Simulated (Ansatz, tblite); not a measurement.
Removing and adding an electron: BEt2(CN) (C₅H₁₀BN). Total charge 0; singlet. Geometry: PBE-D4/def2-SVP. Ansatz, gas phase; energy differences of separate SCF runs; the oxidised species was run as a doublet alone; the reduced species was run as a doublet alone.

Cartesian coordinates in Å:
```
B 0.0857 -0.0675 0.0107
C 0.0823 0.9948 -1.1454
C 1.4104 1.3923 -1.7988
H -0.5167 1.8823 -0.8417
H -0.5771 0.4884 -1.9009
H 1.2612 2.0545 -2.6754
H 2.0625 1.9339 -1.0833
H 1.9775 0.5026 -2.1401
C -1.0513 -0.1501 1.0905
C -1.3186 -1.4872 1.7908
H -1.9851 0.3091 0.6970
H -0.6886 0.6039 1.8400
H -2.0508 -1.3852 2.6170
H -1.7251 -2.2362 1.0809
H -0.3885 -1.9169 2.2146
C 1.2647 -1.0783 0.0918
N 2.1576 -1.8405 0.1522
```

The xTB rows come from tblite. LC-ωPBE has ω = 0.4 bohr⁻¹. Correlated methods freeze 7 core orbitals. The rows differ in basis, and correlated rows in double-zeta sets carry the largest basis error.

| level | −HOMO (eV) | vertical IE (eV) | −LUMO (eV) | vertical EA (eV) | HOMO–LUMO gap (eV) | IE − EA (eV) | remarks |
| --- | --- | --- | --- | --- | --- | --- | --- |
| GFN1-xTB | 12.37 | 15.03 | 8.47 | 5.25 | 3.90 | 9.78 | – |
| GFN2-xTB | 10.99 | 13.77 | 7.81 | 4.26 | 3.18 | 9.51 | – |
| PBE-D4/def2-TZVP | 7.39 | 10.09 | 3.11 | – | 4.28 | – | – |
| PBE-D4/def2-TZVPD | 7.40 | – | 3.14 | 0.52 | 4.27 | – | HOMO above zero (-1 doublet) |
| LC-ωPBE/def2-TZVPD | 11.51 | – | -0.12 | 0.45 | 11.63 | – | – |
| CCSD(T)/def2-SVP | – | 10.95 | – | – | – | – | spin-contaminated (⟨S²⟩ 1.01) (+1 doublet) |

Question: Estimate the rows for HF/def2-SVP, PBE0-D4/def2-TZVP, PBE0-D4/def2-TZVPD, LC-ωPBE/def2-TZVP, CCSD/def2-SVP.

Answer: 
```csv
level,−HOMO (eV),vertical IE (eV),−LUMO (eV),vertical EA (eV),HOMO–LUMO gap (eV),IE − EA (eV),remarks
HF/def2-SVP,–,10.73,–,–,–,–,spin-contaminated (⟨S²⟩ 1.01) (+1 doublet)
PBE0-D4/def2-TZVP,8.73,10.58,2.16,–,6.58,–,–
PBE0-D4/def2-TZVPD,8.74,–,2.18,0.48,6.56,–,HOMO above zero (-1 doublet)
LC-ωPBE/def2-TZVP,11.51,11.17,-0.15,–,11.65,–,–
CCSD/def2-SVP,–,11.06,–,–,–,–,spin-contaminated (⟨S²⟩ 1.01) (+1 doublet)
```

Run but left out: MP2/def2-SVP (charge +1 doublet: ⟨S²⟩ 1.01, where a pure state has 0.75).   A HOMO above zero means that the electron is unbound at that level or that self-interaction error raises the level; the energy of removing that electron tells which. Raw xTB energy differences between charge states are shifted by several eV; the methods need an empirical correction for them.
